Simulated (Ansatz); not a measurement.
The inner images of a band of CH5BO2 (9 atoms, charge 0, multiplicity 1) are given out of order.

Theory: RKS r2SCANh/def2-SVP in Ansatz.

First end point:

```xyz
9
Properties=species:S:1:pos:R:3
B -0.959 0.283 0.428
O 0.252 0.436 -0.164
C 1.095 -0.652 -0.454
O -1.719 1.375 0.675
H -1.280 2.182 0.381
H -1.385 -0.802 0.745
H 2.068 -0.505 0.038
H 1.264 -0.711 -1.539
H 0.665 -1.606 -0.110
```

Last end point:

```xyz
9
Properties=species:S:1:pos:R:3
B -1.546 0.233 0.537
O 0.235 0.457 0.388
C 1.045 -0.425 -0.386
O -2.109 1.305 0.329
H 0.250 1.366 0.050
H -1.622 -0.938 0.789
H 2.106 -0.176 -0.253
H 0.778 -0.387 -1.451
H 0.863 -1.435 -0.004
```

Task: Put them in order from the first end to the last, with their energies above the first end.
A.
```xyz
9
Properties=species:S:1:pos:R:3
B -1.493 0.244 0.506
O 0.231 0.358 0.481
C 1.051 -0.432 -0.381
O -1.897 1.377 0.213
H 0.097 1.275 0.158
H -1.775 -0.888 0.786
H 2.086 -0.074 -0.326
H 0.691 -0.395 -1.419
H 1.008 -1.464 -0.016
```
B.
```xyz
9
Properties=species:S:1:pos:R:3
B -0.983 0.278 0.388
O 0.295 0.432 -0.041
C 1.107 -0.652 -0.421
O -1.724 1.381 0.644
H -1.220 2.184 0.466
H -1.486 -0.808 0.552
H 2.144 -0.439 -0.128
H 1.078 -0.783 -1.513
H 0.790 -1.593 0.054
```
C.
```xyz
9
Properties=species:S:1:pos:R:3
B -1.052 0.214 0.480
O 0.309 0.238 0.401
C 1.096 -0.626 -0.371
O -1.654 1.423 0.412
H -0.943 2.058 0.242
H -1.728 -0.780 0.605
H 2.140 -0.302 -0.272
H 0.815 -0.544 -1.433
H 1.015 -1.680 -0.063
```
D.
```xyz
9
Properties=species:S:1:pos:R:3
B -1.200 0.177 0.503
O 0.223 0.206 0.526
C 1.046 -0.504 -0.355
O -1.532 1.437 0.207
H -0.504 1.557 0.150
H -1.855 -0.809 0.724
H 2.070 -0.112 -0.273
H 0.718 -0.391 -1.405
H 1.035 -1.562 -0.077
```
E.
```xyz
9
Properties=species:S:1:pos:R:3
B -1.016 0.250 0.432
O 0.320 0.349 0.203
C 1.109 -0.646 -0.392
O -1.706 1.409 0.542
H -1.104 2.144 0.371
H -1.610 -0.797 0.538
H 2.164 -0.385 -0.240
H 0.917 -0.675 -1.476
H 0.926 -1.650 0.023
```
F.
```xyz
9
Properties=species:S:1:pos:R:3
B -1.340 0.220 0.501
O 0.211 0.320 0.488
C 1.046 -0.454 -0.370
O -1.656 1.420 0.195
H -0.228 1.312 0.169
H -1.829 -0.845 0.757
H 2.074 -0.083 -0.289
H 0.709 -0.391 -1.415
H 1.012 -1.498 -0.036
```
G.
```xyz
9
Properties=species:S:1:pos:R:3
B -1.103 0.179 0.506
O 0.270 0.150 0.531
C 1.069 -0.578 -0.354
O -1.575 1.423 0.280
H -0.723 1.875 0.154
H -1.832 -0.770 0.673
H 2.095 -0.196 -0.272
H 0.741 -0.433 -1.399
H 1.059 -1.651 -0.119
```

Result: B (+0.01 eV), E (+0.09 eV), C (+0.25 eV), G (+0.50 eV), D (+1.22 eV), F (+2.24 eV), A (+1.95 eV).

Run time: 100 s on 2 threads of Intel(R) Xeon(R) 6975P-C (Granite Rapids) (shared host), peak memory 0.2 GiB.
